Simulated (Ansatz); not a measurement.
`[SiH3][NH][GeH3]` + `[SiH3]`• → `[SiH3][N][GeH3]`• + SiH₄  (hydrogen abstraction from the N–H bond)

Computed with Ansatz on PBE0-D4/def2-TZVP structures; ΔE is electronic, products minus reactants. CBS: MP2 limit from def2 TZ/QZ plus the TZ coupled-cluster correction, frozen cores. This one scheme is used for every species. DFT in def2-TZVPP. No spin–orbit coupling; open shells (•) take unrestricted orbitals. For Ge outer-core shells are correlated without core-valence functions, which leaves a few kJ/mol of doubt a bond. Scalar relativity is left out up to krypton.

```csv
species,CAM-B3LYP-D4 energy (Eh)
`[SiH3][NH][GeH3]`,-2425.61590
`[SiH3]`•,-291.24057
`[SiH3][N][GeH3]`•,-2424.93506
SiH₄,-291.89249
```

(1) Work out ΔE.

Largest T1 diagnostic among the species: 0.016.

## Answers

(1) ΔE = (-2424.93506) + (-291.89249) − (-2425.61590) − (-291.24057) = 0.02892 Eh = +0.79 eV. CCSD(T)/CBS gives +0.88 eV.

From BLYP to BHLYP (50 % exact exchange), in def2-TZVPP and without D4, ΔE moves by +0.04 eV. In def2-TZVPP, CCSD(T) changes the Hartree–Fock value by +0.38 eV (the triples alone add +0.03 eV) and MP2 by +0.66 eV.
